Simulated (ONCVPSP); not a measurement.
F, ONCV: configuration errors across variants

ONCVPSP 4.0.1 input, shortened (lines: element, Z, core and valence counts, functional; n l f; lmax; l rc ep ncon nbas qcut; lloc lpopt rc5 dvloc0; l nproj debl; icmod fcfact rcfact), PBE, scalar-relativistic:

```
  F 9.00    1    2        4      upf
    1    0    2.00
    2    0    2.00
    2    1    5.00
    1
    0    0.75    0.00    4    7   10.50
    1    1.15    0.00    4    7   12.90
    4    5    0.55    1.00
    0    2    3.30
    1    2    0.70
    3    4.50    1.65
```

All-electron excitation energies from the reference (eV): (1) 2s2 2p4 19.390; (2) 2s2 2p3 57.775; (3) 2s2 2p2 118.412; (4) 2s2 2p4.5 7.543.

1 further variants failed, have other tests or another functional or relativity, and are left out.

Errors AE − PS in meV (a dash: test not solved or not reliable):

```tsv
change	(1)	(2)	(3)	(4)	bound ghosts	GHOST(+) flags above zero
base	+7.0	+66	+271	+0.7	none	none
core correction polynomial model core, fcfact 0.35	+7.2	+69	+291	+0.7	none	none
core correction Teter function, fcfact 4.5, rcfact 1.9	+6.4	+59	+233	+0.6	none	none
p: nproj 1	+2.4	+43	+220	-0.3	none	none
core correction Teter function, fcfact 1.4, rcfact 1.65	+6.6	+64	+268	+0.6	none	none
p: rc 1.52	+25	+202	+767	+3.9	none	none
p: rc 1.5	+24	+189	+718	+3.6	none	none
p: debl 2.3	+7.0	+66	+271	+0.7	none	none
s: qcut 15.4; p: qcut 18.9	+1.5	+22	+102	-0.2	none	none
local potential polynomial inside 0.55 bohr (lpopt 5, dvloc0 0 Ha)	+7.0	+66	+271	+0.7	none	none
```

(1) Give the same row for: p: qcut 17.5.

## Answers

(1) +3.6, +39, +166, +0.1; bound ghosts: none; GHOST(+) flags above zero: none.
